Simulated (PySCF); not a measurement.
PySCF 2.14 output of an unrestricted LDA calculation on a single atom or ion in aug-cc-pVTZ-PP with ECP10MDF (6s5p4d2f, 55 functions), with scalar relativity through the core potential:

```
SCF conv_tol = 1e-09
number electrons alpha = 13  beta = 10
    P. A. M. Dirac.,  Math. Proc. Cambridge Philos. Soc. 26, 376 (1930)
    F. Bloch.,  Z. Phys. 57, 545 (1929)
    S. H. Vosko, L. Wilk, and M. Nusair.,  Can. J. Phys. 58, 1200 (1980)
cycle= 1 E= -331.595222459702  delta_E= -0.0126  |g|= 0.157  |ddm|= 0.59
cycle= 2 E= -331.596694265861  delta_E= -0.00147  |g|= 0.122  |ddm|= 0.238
cycle= 3 E= -331.599426786704  delta_E= -0.00273  |g|= 0.00575  |ddm|= 0.121
cycle= 4 E= -331.599445223378  delta_E= -1.84e-05  |g|= 7.36e-05  |ddm|= 0.0159
cycle= 5 E= -331.59944522067  delta_E= 2.71e-09  |g|= 9.39e-06  |ddm|= 0.000607
cycle= 6 E= -331.599445220651  delta_E= 1.98e-11  |g|= 1.3e-06  |ddm|= 7.63e-05
converged SCF energy = -331.599445220651  <S^2> = 3.7504894  2S+1 = 4.0002447
```

The run itself started from symmetry-adapted Hartree-Fock orbitals and held the occupation by maximum overlap, on a logarithmic radial grid, so the iterations belong to that start.

Question: Which element, charge and spin multiplicity is this?

Answer: As (arsenic, neutral), multiplicity 4; the state was [Ar] 3d10 4s2 4p2 4d1, one real determinant (an excited configuration).

⟨L²⟩ = 7.98 against 12 for a pure F term, so this real determinant mixes terms. Energies and moments cover only the electrons outside the core potential. The outer electron is Rydberg-like, and this basis confines it to a smaller radius and binds it less than a complete one would. At LDA the highest occupied level has a positive energy, so only the finite basis holds that electron; for this excited configuration the basis is too tight for the outer shell.
